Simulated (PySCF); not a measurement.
C2F3, SMILES F[C]=C(F)F (connectivity only; charge and spin as stated), charge +1, multiplicity 1.

The structure is a stationary point at B3LYP-D3(BJ)/def2-SVP. The spin state was assumed, not searched. The isomer is the one that the SMILES or the coordinates give; other isomers of the formula were not compared.

Level of theory: TDDFT-CAM-B3LYP/def2-SVPD in PySCF.

Vertical excitations.  State labels are in the subgroup Cs.

Q: List the lowest excited states. (Estimate from the structure and the level; the computed values follow.)

A: 
```csv
state,symmetry,energy (eV),λ (nm),f,main pairs
S1,A",1.98,625,0.002,HOMO→LUMO 102 %
S2,A',5.37,231,0.168,HOMO→LUMO+1 97 %
S3,A",8.49,146,0.007,HOMO−2→LUMO 81 %
S4,A',8.50,146,0.023,HOMO−1→LUMO 94 %
S5,A",8.75,142,0.001,HOMO−1→LUMO+1 97 %
S6,A',8.78,141,0.001,HOMO−3→LUMO 91 %
S7,A',9.14,136,0.030,HOMO−2→LUMO+1 82 %
S8,A",9.34,133,0.001,HOMO−4→LUMO 77 %
S9,A',9.45,131,0.029,HOMO→LUMO+2 84 %
S10,A",10.35,120,0.101,HOMO−3→LUMO+1 82 %
T1,A",0.82,1507,0,HOMO→LUMO 99 %
T2,A',2.46,505,0,HOMO→LUMO+1 98 %
T3,A",7.62,163,0,HOMO−2→LUMO 86 %
T4,A',8.06,154,0,"HOMO−1→LUMO 65 %, HOMO−5→LUMO 32 %"
```
Triplets are in the Tamm–Dancoff approximation, which puts them higher than full response would, so one can lie above its singlet here.
